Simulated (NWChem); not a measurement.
The numbers come from NWChem runs, not from measurements. System: CH3BO, charge 0, spin multiplicity 1, at a geometry optimised with PBE0/def2-SVP. The structure started from a generated list of species. Level: PBE/def2-TZVP.

Input file:

```
start mol
memory heap 200 mb stack 900 mb global 1100 mb
geometry units angstroms nocenter noautoz
  B      1.281337     0.379967     0.000000
  H      1.744056    -0.098594     1.022606
  H      1.744056    -0.098594    -1.022606
  H      1.240324     1.599470     0.000000
  O     -1.260459    -0.373764     0.000000
  C     -0.175240    -0.052002     0.000000
  symmetry group Cs
end
basis spherical
  * library def2-tzvp
end
dft
  xc xpbe96 cpbe96
  semidirect memsize 60000000 filesize 0
  iterations 100
end
task dft energy
```

Part of the output:

```
             Northwest Computational Chemistry Package (NWChem) 7.3.0
             --------------------------------------------------------

                                NWChem Input Module
                                -------------------

 Scaling coordinates for geometry "geometry" by  1.889725989
 (inverse scale =  0.529177249)

 Turning off AUTOSYM since
 SYMMETRY directive was detected!

                             Geometry "geometry" -> ""
                             -------------------------

 Output coordinates in angstroms (scale by  1.889725989 to convert to a.u.)

  No.       Tag          Charge          X              Y              Z
 ---- ---------------- ---------- -------------- -------------- --------------
    1 B                    5.0000     1.28133700     0.37996700     0.00000000
    2 H                    1.0000     1.74405600    -0.09859400     1.02260600
    3 H                    1.0000     1.74405600    -0.09859400    -1.02260600
    4 H                    1.0000     1.24032400     1.59947000     0.00000000
    5 O                    8.0000    -1.26045900    -0.37376400     0.00000000
    6 C                    6.0000    -0.17524000    -0.05200200     0.00000000

 Effective nuclear repulsion energy (a.u.)      56.5207572535

            Nuclear Dipole moment (a.u.)
            ----------------------------
        X                 Y               Z
 ---------------- ---------------- ----------------
     0.0000170075    -0.0000132281     0.0000000000

      Symmetry information
      --------------------

 Group name             Cs
 Group number              2
 Group order               2
 No. of unique centers     5

      Symmetry unique atoms

     1    2    4    5    6


 Summary of "ao basis" -> "" (spherical)
 ------------------------------------------------------------------------------
       Tag                 Description            Shells   Functions and Types
 ---------------- ------------------------------  ------  ---------------------
 *                         def2-tzvp                  on all atoms

  pbe96 is a nonlocal functional; adding pw91lda local functional.

                                 NWChem DFT Module
                                 -----------------

 Summary of "ao basis" -> "ao basis" (spherical)
 ------------------------------------------------------------------------------
       Tag                 Description            Shells   Functions and Types
 ---------------- ------------------------------  ------  ---------------------
 B                         def2-tzvp                11       31   5s3p2d1f
 H                         def2-tzvp                 4        6   3s1p
 O                         def2-tzvp                11       31   5s3p2d1f
 C                         def2-tzvp                11       31   5s3p2d1f

 Summary of "ao basis" -> "ao basis" (spherical)
 ------------------------------------------------------------------------------
       Tag                 Description            Shells   Functions and Types
 ---------------- ------------------------------  ------  ---------------------
 B                         def2-tzvp                11       31   5s3p2d1f
 H                         def2-tzvp                 4        6   3s1p
 O                         def2-tzvp                11       31   5s3p2d1f
 C                         def2-tzvp                11       31   5s3p2d1f

      Symmetry analysis of basis
      --------------------------

        a'         74
[...]
 d= 0,ls=0.0,diis     5   -139.8510535030 -1.24D-02  2.48D-04  1.87D-03     3.7
  Resetting Diis
 d= 0,ls=0.0,diis     6   -139.8514102284 -3.57D-04  3.64D-05  3.62D-05     4.1
 d= 0,ls=0.0,diis     7   -139.8514154650 -5.24D-06  2.90D-05  4.51D-06     4.4
 d= 0,ls=0.0,diis     8   -139.8514140659  1.40D-06  1.80D-05  1.60D-05     4.8
 d= 0,ls=0.0,diis     9   -139.8514160674 -2.00D-06  4.84D-06  1.98D-06     5.0
 d= 0,ls=0.0,diis    10   -139.8514162602 -1.93D-07  1.12D-06  1.15D-07     5.3

         Total DFT energy =     -139.851416260217
      One electron energy =     -300.292905000702
           Coulomb energy =      122.834694726177
    Exchange-Corr. energy =      -18.913963239202
 Nuclear repulsion energy =       56.520757253510

 Numeric. integr. density =       21.999998338363

     Total iterative time =      4.7s

                  Occupations of the irreducible representations
                  ----------------------------------------------

                     irrep           alpha         beta
                     --------     --------     --------
                     a'                9.0          9.0
                     a"                2.0          2.0

                       DFT Final Molecular Orbital Analysis
                       ------------------------------------

 Vector    9  Occ=2.000000D+00  E=-3.560052D-01  Symmetry=a'
              MO Center=  1.3D+00,  3.8D-01, -1.7D-15, r^2= 1.9D+00
   Bfn.  Coefficient  Atom+Function         Bfn.  Coefficient  Atom+Function
  ----- ------------  ---------------      ----- ------------  ---------------
     6      0.222486  1 B  px                86     -0.192047  6 C  px
    84     -0.184331  6 C  s                  3      0.161808  1 B  s
    83     -0.158390  6 C  s                  9      0.152568  1 B  px
     4      0.148987  1 B  s                 33      0.133273  2 H  s
    39      0.133273  3 H  s                 45      0.133249  4 H  s

 Vector   10  Occ=2.000000D+00  E=-3.034580D-01  Symmetry=a'
              MO Center=  1.1D+00,  6.3D-01, -2.7D-16, r^2= 2.2D+00
   Bfn.  Coefficient  Atom+Function         Bfn.  Coefficient  Atom+Function
  ----- ------------  ---------------      ----- ------------  ---------------
     7      0.275867  1 B  py                45      0.240973  4 H  s
    10      0.184715  1 B  py                44      0.159129  4 H  s
    46      0.151353  4 H  s                 56     -0.147706  5 O  py
    59     -0.122554  5 O  py                33     -0.120474  2 H  s
    39     -0.120474  3 H  s                 62     -0.087028  5 O  py

 Vector   11  Occ=2.000000D+00  E=-3.034568D-01  Symmetry=a"
              MO Center=  1.2D+00,  6.3D-02, -1.0D-15, r^2= 2.2D+00
   Bfn.  Coefficient  Atom+Function         Bfn.  Coefficient  Atom+Function
  ----- ------------  ---------------      ----- ------------  ---------------
     8      0.287745  1 B  pz                33      0.208680  2 H  s
    39     -0.208680  3 H  s                 11      0.192671  1 B  pz
    57     -0.154056  5 O  pz                32      0.137805  2 H  s
    38     -0.137805  3 H  s                 34      0.131068  2 H  s
    40     -0.131068  3 H  s                 60     -0.127823  5 O  pz

 Vector   12  Occ=0.000000D+00  E=-9.090775D-02  Symmetry=a"
              MO Center= -8.1D-02, -1.0D-01, -2.6D-10, r^2= 2.1D+00
   Bfn.  Coefficient  Atom+Function         Bfn.  Coefficient  Atom+Function
  ----- ------------  ---------------      ----- ------------  ---------------
    91      0.416097  6 C  pz                88      0.409122  6 C  pz
    94      0.347886  6 C  pz                63     -0.322342  5 O  pz
    57     -0.298030  5 O  pz                60     -0.259875  5 O  pz
    34     -0.229318  2 H  s                 40      0.229318  3 H  s
    33     -0.132627  2 H  s                 39      0.132627  3 H  s

 Vector   13  Occ=0.000000D+00  E=-9.090431D-02  Symmetry=a'
              MO Center= -1.2D-01,  3.9D-02,  2.6D-10, r^2= 2.1D+00
   Bfn.  Coefficient  Atom+Function         Bfn.  Coefficient  Atom+Function
  ----- ------------  ---------------      ----- ------------  ---------------
    90      0.398933  6 C  py                87      0.392247  6 C  py
    93      0.333549  6 C  py                62     -0.309046  5 O  py
    56     -0.285733  5 O  py                46     -0.264788  4 H  s
    59     -0.249152  5 O  py                45     -0.153155  4 H  s
    34      0.132415  2 H  s                 40      0.132415  3 H  s

 Vector   14  Occ=0.000000D+00  E= 1.111940D-02  Symmetry=a'
              MO Center=  4.9D-02,  1.4D-02, -3.1D-14, r^2= 6.6D+00
   Bfn.  Coefficient  Atom+Function         Bfn.  Coefficient  Atom+Function
  ----- ------------  ---------------      ----- ------------  ---------------
     5      3.882673  1 B  s                 85     -2.331862  6 C  s
    92     -1.636217  6 C  px                12     -1.165055  1 B  px
    54     -0.981549  5 O  s                  9     -0.688133  1 B  px
    93     -0.485171  6 C  py                34     -0.414630  2 H  s
    40     -0.414630  3 H  s                 46     -0.414708  4 H  s

 center of mass
 --------------
 x =  -0.15250543 y =  -0.04522984 z =   0.00000000

 moments of inertia (a.u.)
 ------------------
          30.489933683560         -52.053427221246           0.000000000000
         -52.053427221246         190.593005035428           0.000000000000
           0.000000000000           0.000000000000         206.028676957645

     Multipole analysis of the density
     ---------------------------------

     L   x y z        total         alpha         beta         nuclear
     -   - - -        -----         -----         ----         -------
     0   0 0 0     -0.000000    -11.000000    -11.000000     22.000000

     1   1 0 0     -0.471819     -0.235918     -0.235918      0.000017
     1   0 1 0     -0.139934     -0.069961     -0.069961     -0.000013
     1   0 0 1     -0.000000     -0.000000     -0.000000      0.000000

     2   2 0 0    -16.242285    -59.411086    -59.411086    102.579888
     2   1 1 0     -0.653876    -14.428845    -14.428845     28.203814
     2   1 0 1     -0.000000     -0.000000     -0.000000      0.000000
     2   0 2 0    -14.231065    -15.031585    -15.031585     15.832106
     2   0 1 1      0.000000      0.000000      0.000000      0.000000
     2   0 0 2    -14.037200    -10.752944    -10.752944      7.468688

 Task  times  cpu:        5.3s     wall:        5.3s

 Total times  cpu:        5.3s     wall:        5.3s
```
